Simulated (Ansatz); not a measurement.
Ansatz (a first-principles code) input file for Sb(Cl)(SiH3)2 (ClH₆SbSi₂), SMILES [SiH3][Sb]([Cl])[SiH3], PBE/def2-SVPD. Geometry optimised at B3LYP-D3(BJ)/def2-SVP. The def2 effective core potentials stand for the cores of Sb; spin–orbit coupling is left out.

Ansatz 0.2 input:
```yaml
crystal:
  periodic: [false, false, false]
  atoms:
    - {symbol: Sb, position_ang: [0.73664742, -0.12004861, -0.00000001]}
    - {symbol: Cl, position_ang: [-0.88758296, -1.93478967, -0.00000003]}
    - {symbol: Si, position_ang: [-0.61785496, 1.10705356, 1.85759548]}
    - {symbol: H, position_ang: [-0.49271577, 0.32188177, 3.11750358]}
    - {symbol: H, position_ang: [-0.04813615, 2.47205627, 2.06876983]}
    - {symbol: H, position_ang: [-2.04923261, 1.21426342, 1.46255692]}
    - {symbol: Si, position_ang: [-0.61785497, 1.10705362, -1.85759544]}
    - {symbol: H, position_ang: [-0.49271579, 0.32188187, -3.11750356]}
    - {symbol: H, position_ang: [-2.04923261, 1.21426346, -1.46255687]}
    - {symbol: H, position_ang: [-0.04813616, 2.47205634, -2.06876975]}
basis:
  gaussian:
    orbitals: def2-SVPD
hamiltonian:
  xc: {name: PBE}
```

It prints:

```
WARN ansatz: RAYON_NUM_THREADS=1 ignored (pool sized by the plan → 1); use --threads N
Functional definition: PBE
integrals: 0.11 GiB planned
1480 factors; their error is unknown
mean field: 0.61 GiB planned
mean field evaluation 1: about -34889.9173 eV, gradient 2.3e1 eV
mean field evaluation 2: about -34886.1841 eV, gradient 4.1e1 eV
mean field evaluation 4: about -34891.9546 eV, gradient 2.8e0 eV
mean field evaluation 8: about -34891.9866 eV, gradient 3.8e-2 eV
mean field evaluation 16: about -34891.9593 eV, gradient 5.1e-5 eV
mean field -34891.95933542 eV, -1282.2558549574 hartree, gradient 5.1e-5 eV, S^2 0.000000; 0 other end points of the search recorded, 0 dependent functions left out
reference -34891.95939033 eV, -1282.2558569750 hartree; 37, 37 occupied and 118, 118 virtual orbitals, 1480 factors
Total energy: -34891.95939033 eV, -1282.2558569750 hartree
```

The calculation finished and met its thresholds.
